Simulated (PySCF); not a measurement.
r2SCAN on He (helium, neutral), 1s1 2p1, 1s spin antiparallel (an excited configuration). Computed with PySCF 2.14 in x2c-QZVPPall with one added diffuse shell each of s, p, d type (5s4p3d1f, 39 functions), with the spin-free X2C one-electron Hamiltonian (Gaussian nucleus).

```
cycle= 1 E= -2.04857137857462  delta_E= -0.000681  |g|= 0.00447  |ddm|= 0.0345
cycle= 2 E= -2.04858058633187  delta_E= -9.21e-06  |g|= 0.000541  |ddm|= 0.00588
cycle= 3 E= -2.04858082769282  delta_E= -2.41e-07  |g|= 3.13e-05  |ddm|= 0.000983
cycle= 4 E= -2.04858091952517  delta_E= -9.18e-08  |g|= 1.62e-06  |ddm|= 5.16e-05
cycle= 5 E= -2.04858087843142  delta_E= 4.11e-08  |g|= 1.09e-06  |ddm|= 1.51e-06
cycle= 6 E= -2.04858085675851  delta_E= 2.17e-08  |g|= 6.41e-07  |ddm|= 1.82e-07
cycle= 7 E= -2.04858086331988  delta_E= -6.56e-09  |g|= 2.08e-07  |ddm|= 1.16e-07
cycle= 8 E= -2.04858087603018  delta_E= -1.27e-08  |g|= 1.01e-06  |ddm|= 3.15e-08
cycle= 9 E= -2.04858087532373  delta_E= 7.06e-10  |g|= 5.97e-07  |ddm|= 1.11e-08
converged SCF energy = -2.04858087532373  <S^2> = 1  2S+1 = 2.236068
```

Highest occupied orbital energy: 2.095 eV; ⟨L²⟩ = 2.00; populations by l: s 1.00, p 1.00, d 0.00, f 0.00.

(1) Can this result be used?

Results:

(1) Not for this state. Self-consistency was reached. The outer electron is Rydberg-like, and this basis confines it to a smaller radius and binds it less than a complete one would. With the s spin flipped the determinant is a mixture of two multiplicities, not a spectroscopic state. At r2SCAN the highest occupied level has a positive energy, so only the finite basis holds that electron; for this excited configuration the basis is too tight for the outer shell.
